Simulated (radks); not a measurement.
Question: Valence configurations of neutral dysprosium (all share [Xe]). All-electron calculation, non-relativistic Kohn-Sham, TPSS, spin-polarised, spherical densities, point nucleus; open shells are filled with parallel spins first (spin-orbit coupling, left out, can overturn this in heavy ions); meta-GGA in the generalised Kohn-Sham scheme; relativity is left out, which matters for an element this heavy. Program: a radial shooting solver on a logarithmic mesh with Libxc functionals. Order these by energy: 4f8 5d2 6s2; 4f10 5d2; 4f9.5 6s2 6p0.5; 4f10 6s2; 4f10 5d1 6s1; 4f9 5d1 6s2; 4f9 6s2 6p1; 4f10.5 6s1.5.

Answer: From the lowest, in eV above it: 4f10.5 6s1.5 0.000; 4f10 6s2 0.047; 4f10 5d1 6s1 1.234; 4f9.5 6s2 6p0.5 2.892; 4f10 5d2 3.232; 4f9 5d1 6s2 5.319; 4f9 6s2 6p1 7.860; 4f8 5d2 6s2 15.322. NIST lists [Xe] 4f10 6s2 as the ground configuration; this level of theory puts 4f10.5 6s1.5 lower, by 0.047 eV. The energies are those of spherical high-spin densities, not of single terms. No valid solution was reached for [Xe] 4f12; [Xe] 4f11 6s1. Relativity is left out, which favours d and f over s occupation in heavy atoms.
